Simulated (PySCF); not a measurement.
Isomers of C7H12O and their computed core-level spectra.

The calculation used delta-SCF UKS SCAN, pcX-2 on the ionised atom, pcseg-1 elsewhere, spin-free X2C (PySCF). Geometries: PBE0-D3(BJ)/def2-SVP; isolated species, one conformer each.

Line lists (1s up to Mg, 2p3/2 beyond; areas count atoms within a level, one atom standing for each set equivalent by bonding):
1. C 1s: 289.62 (area 1), 289.75 (area 1), 290.15 (area 1), 290.47 (area 1), 290.91 (area 1), 291.47 (area 1), 292.36 (area 1) eV; O 1s: 538.58 eV
2. C 1s: 290.35 (area 2), 290.46 (area 1), 290.47 (area 2), 290.82 (area 1), 293.28 (area 1) eV; O 1s: 537.91 eV
3. C 1s: 289.86 (area 1), 290.15 (area 1), 290.24 (area 1), 290.42 (area 1), 290.46 (area 1), 291.70 (area 1), 291.83 (area 1) eV; O 1s: 537.91 eV

Structures:
A. `C(=C/OCC)/CC=C`
B. `C=C1CC[C@@]1(C)OC`
C. `O=CC1CCCCC1`

Problem. Match each list to its structure.

Solution. 
- 1 = A: another candidate has the same counts of sites, so positions decide. C 1s: 289.62 alkene CH carbon, 289.75 terminal =CH2 carbon, 290.15 alkene CH carbon, 290.47 allylic carbon, 290.91 methyl carbon, 291.47 vinylic carbon bearing oxygen, 292.36 sp3 carbon bound to oxygen; O 1s: 538.58 ether oxygen.
- 2 = C: no other candidate has these counts of sites. C 1s: 290.35 ring CH2 carbon (×2), 290.46 ring CH2 carbon, 290.47 ring CH2 carbon (×2), 290.82 sp3 carbon next to a carbonyl, 293.28 aldehyde carbon; O 1s: 537.91 aldehyde oxygen.
- 3 = B: another candidate has the same counts of sites, so positions decide. C 1s: 289.86 terminal =CH2 carbon, 290.15 fully substituted alkene carbon, 290.24 four-membered-ring carbon, 290.42 allylic carbon, 290.46 methyl carbon, 291.70 sp3 carbon bound to oxygen, 291.83 methoxy carbon; O 1s: 537.91 ether oxygen.
